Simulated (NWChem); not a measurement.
System: AlGeH$_{5}$; SMILES [GeH3][AlH2]

Input file for NWChem:

```
start job
memory heap 200 mb stack 900 mb global 1100 mb
geometry units angstroms noautosym nocenter noautoz
  Al    -0.034415    -1.697234    -0.000764
  Ge    -0.080226     0.781558    -0.008900
  H     -1.500233     1.375387    -0.105483
  H      0.559868     1.352705     1.276446
  H      0.734723     1.360202    -1.186639
  H      1.365453    -2.456953     0.000808
  H     -1.379224    -2.549450     0.008601
end
basis spherical
  * library def2-svpd
end
dft
  xc b3lyp
  iterations 150
end
property
  response 1 0.0
end
task dft property
```

Parts of the log:

```
             Northwest Computational Chemistry Package (NWChem) 7.3.0
             --------------------------------------------------------

                             Geometry "geometry" -> ""
                             -------------------------

 Output coordinates in angstroms (scale by  1.889725989 to convert to a.u.)

  No.       Tag          Charge          X              Y              Z
 ---- ---------------- ---------- -------------- -------------- --------------
    1 Al                  13.0000    -0.03441500    -1.69723400    -0.00076400
    2 Ge                  32.0000    -0.08022600     0.78155800    -0.00890000
    3 H                    1.0000    -1.50023300     1.37538700    -0.10548300
    4 H                    1.0000     0.55986800     1.35270500     1.27644600
    5 H                    1.0000     0.73472300     1.36020200    -1.18663900
    6 H                    1.0000     1.36545300    -2.45695300     0.00080800
    7 H                    1.0000    -1.37922400    -2.54945000     0.00860100

 Effective nuclear repulsion energy (a.u.)     147.5244521394

                              NWChem Property Module
                              ----------------------

                                 NWChem DFT Module
                                 -----------------

 Summary of "ao basis" -> "ao basis" (spherical)
 ------------------------------------------------------------------------------
       Tag                 Description            Shells   Functions and Types
 ---------------- ------------------------------  ------  ---------------------
 Al                        def2-svpd                10       24   5s3p2d
 Ge                        def2-svpd                14       38   6s4p4d
 H                         def2-svpd                 4        8   2s2p

            General Information
            -------------------
          SCF calculation type: DFT
          Wavefunction type:  closed shell.
          No. of atoms     :     7
          No. of electrons :    50
           Alpha electrons :    25
            Beta electrons :    25
          Charge           :     0
          Spin multiplicity:     1
          Use of symmetry is: off; symmetry adaption is: off
          Maximum number of iterations: 150
          AO basis - number of functions:   102
                     number of shells:    44
          Convergence on energy requested:  1.00D-06
          Convergence on density requested:  1.00D-05
          Convergence on gradient requested:  5.00D-04

              XC Information
              --------------
                         B3LYP Method XC Potential
                     Hartree-Fock (Exact) Exchange  0.200
                        Slater Exchange Functional  0.800 local
                    Becke 1988 Exchange Functional  0.720 non-local
              Lee-Yang-Parr Correlation Functional  0.810
                  VWN I RPA Correlation Functional  0.190 local

             Grid Information
             ----------------
          Grid used for XC integration:  medium
          Radial quadrature: Mura-Knowles
          Angular quadrature: Lebedev.
          Tag              B.-S. Rad. Rad. Pts. Rad. Cut. Ang. Pts.
          ---              ---------- --------- --------- ---------
          Al                  1.25       88          12.0       590
          Ge                  1.25      112          12.0       590
          H                   0.35       45          12.0       434
          Grid pruning is: on
          Number of quadrature shells:   425
          Spatial weights used:  Erf1

      Superposition of Atomic Density Guess
      -------------------------------------

 Sum of atomic energies:       -2319.33170767

      Non-variational initial energy
      ------------------------------

 Total energy =   -2319.746977
 1-e energy   =   -3527.564427
 2-e energy   =    1060.292998
 HOMO         =      -0.279219
 LUMO         =      -0.030961

   convergence    iter        energy       DeltaE   RMS-Dens  Diis-err
 ---------------- ----- ----------------- --------- --------- ---------
 d= 0,ls=0.0,diis     1  -2322.1247180146 -2.47D+03  7.51D-03  1.67D-01
 d= 0,ls=0.0,diis     2  -2322.1433522719 -1.86D-02  2.34D-03  3.63D-02
 d= 0,ls=0.0,diis     3  -2322.1466204252 -3.27D-03  4.07D-04  3.98D-03
 d= 0,ls=0.0,diis     4  -2322.1469023356 -2.82D-04  1.57D-04  1.55D-04
 d= 0,ls=0.0,diis     5  -2322.1469170446 -1.47D-05  3.93D-05  1.30D-05
  Resetting Diis
 d= 0,ls=0.0,diis     6  -2322.1469188362 -1.79D-06  6.06D-06  2.01D-07
 d= 0,ls=0.0,diis     7  -2322.1469188822 -4.60D-08  2.40D-06  6.58D-09

         Total DFT energy =    -2322.146918882227
      One electron energy =    -3528.455441837366
           Coulomb energy =     1158.357794707018
    Exchange-Corr. energy =      -99.573723891299
 Nuclear repulsion energy =      147.524452139421

 Numeric. integr. density =       50.000017321667

                       DFT Final Molecular Orbital Analysis
                       ------------------------------------

[...]

 DFT Linear Response polarizability / au
 Frequency  =       0.0000000 / au
              X              Y              Z
 -----------------------------------------------
 X      63.9617691     -0.1657340     -0.0151651
 Y      -0.1657189     85.3160447     -0.0526785
 Z      -0.0151654     -0.0526830     56.8552134
 -----------------------------------------------
 Eigenvalues =      63.9605170     85.3174279     56.8550823
 Isotropic   =      68.7110091
 Anisotropic =      25.6584291
 -----------------------------------------------

 Magnetic Dipole Response Matrix (nonzero elements):

 Exiting AOResponse driver routine
```

Level: B3LYP/def2-SVPD. Coordinates come from a PBE0/def2-SVP optimisation.
